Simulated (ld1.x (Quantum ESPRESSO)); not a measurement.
Logarithmic derivatives: lead (Pb), ultrasoft

```
Element                 : lead
Generator               : ld1.x (Quantum ESPRESSO) 7.5
Type                    : ultrasoft
Functional              : PBE
Relativity              : scalar-relativistic
Frozen core             : [Xe] 4f14
Valence charge          : 14
Reference configuration : 5d10 6s2 6p2
Partial waves           : 6s (bound): rcut 1.75, rcutus 2.35 bohr; 6s channel at 0.5 Ry: rcut 1.75, rcutus 2.35 bohr; 6p (bound): rcut 2.60, rcutus 2.80 bohr; 6p channel at 4.45 Ry: rcut 2.60, rcutus 2.80 bohr; 5d (bound): rcut 1.75, rcutus 2.35 bohr; 5d channel at 2.6 Ry: rcut 1.75, rcutus 2.35 bohr; 5f channel at 0.05 Ry: rcut 2.35, rcutus 2.65 bohr; 5f channel at 0.55 Ry: rcut 2.35, rcutus 2.65 bohr
Local potential         : all-electron potential smoothed inside 2.05 bohr (lloc = -2)
Core correction         : Bessel-smoothed model core inside 2.35 bohr
Augmentation charge     : PSQ, inside the norm-conserving radii
```

The phase is arctan(r·u′/u) with u = r·R(r), unwrapped; energies in Ry, scanned from -4 to 5 Ry. A pole is an energy at which the radial function vanishes at the test radius. The pseudo phase is shifted by a multiple of π to meet the all-electron one at the reference energy, and phase errors are pseudo minus all-electron; the curves can meet again beyond the range given. Levels narrower than the energy grid can be missing from the lists of poles.

Problem. For each channel, where are the poles, and over which energies does the pseudopotential scatter like the atom?

Solution.

| channel | radius (bohr) | reference energy (Ry) | poles, all-electron | poles, pseudo | unbroken range about the reference energy with phases within 0.05 rad | phase error 1 Ry above the reference energy (rad) |
| --- | --- | --- | --- | --- | --- | --- |
| s | 3.04 | -0.88 | -0.28 | -0.28 | the whole range | +0.000 |
| p | 3.04 | -0.26 | 1.05 | 1.05 | the whole range | -0.001 |
| d | 3.04 | -1.56 | -1.50, 3.21 | -1.50, 3.22 | the whole range | +0.003 |
| f | 3.04 | 0.05 | 2.36 | 2.38 | below 3.4 | -0.000 |

Phases in the p channel:

```tsv
E (Ry)	all-electron	pseudo
-4.00	1.392	1.392
-3.52	1.378	1.377
-3.04	1.359	1.359
-2.56	1.334	1.333
-2.08	1.296	1.296
-1.60	1.235	1.234
-1.12	1.110	1.109
-0.64	0.721	0.720
-0.16	-0.709	-0.709
0.32	-1.344	-1.344
0.80	-1.519	-1.520
1.28	-1.608	-1.610
1.76	-1.675	-1.677
2.24	-1.745	-1.748
2.72	-1.842	-1.846
3.20	-2.034	-2.041
3.68	-2.648	-2.661
4.16	-3.917	-3.919
4.64	-4.359	-4.360
```
